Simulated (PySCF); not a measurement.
Computed IR spectrum (relative IR intensity) of a molecule C3H6BFO. Geometry optimised at PBE-D3(BJ)/def2-SVP. Other conformers were not sampled. Calculation: PBE-D3(BJ)/def2-SVP run with PySCF. No scaling factor is applied to the harmonic values.

Lines under 2 % of the strongest are left out, and lines within 2 cm⁻¹ are merged.

```json
[
 {"ν (cm⁻¹)": "503", "relative intensity": "2.4"},
 {"ν (cm⁻¹)": "642", "relative intensity": "3.4"},
 {"ν (cm⁻¹)": "678", "relative intensity": "11"},
 {"ν (cm⁻¹)": "818", "relative intensity": "6.3"},
 {"ν (cm⁻¹)": "887", "relative intensity": "8.9"},
 {"ν (cm⁻¹)": "997", "relative intensity": "3.9"},
 {"ν (cm⁻¹)": "1013", "relative intensity": "13"},
 {"ν (cm⁻¹)": "1025", "relative intensity": "18"},
 {"ν (cm⁻¹)": "1130", "relative intensity": "3.7"},
 {"ν (cm⁻¹)": "1315", "relative intensity": "100"},
 {"ν (cm⁻¹)": "1443", "relative intensity": "64"},
 {"ν (cm⁻¹)": "1654", "relative intensity": "5.8"},
 {"ν (cm⁻¹)": "3063", "relative intensity": "2.0"},
 {"ν (cm⁻¹)": "3612", "relative intensity": "33"}
]
```

Problem. Identify the compound among the candidates.
A. C[C@H]1OCB1F
B. C[C@H]1COB1F
C. C=CCB(O)F
D. FB1CCOC1

Solution. C, C=CCB(O)F
